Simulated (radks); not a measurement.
The numbers below are computed, except where a source is named.
Problem. Re51+, configuration [Ar] 3d6 (the NIST ground configuration). Code: a radial shooting solver on a logarithmic mesh with Libxc functionals. Model: scalar-relativistic Kohn-Sham, PBE, spin-unpolarised, spherical densities, point nucleus. Some entries of the table are withheld. Estimate them.

orbital,occ.,eigenvalue (Ry),<1/r> (bohr^-1)
1s,2,-5497.551,88.81
2s,2,-1138.169,20.87
2p,6,(1),18.83
3s,2,-415.6306,(2)
3p,6,-381.3510,7.461
3d,6,-346.3920,7.054

Solution. 
(1) 2p eigenvalue (Ry): -1022.704
(2) 3s <1/r> (bohr^-1): 8.061
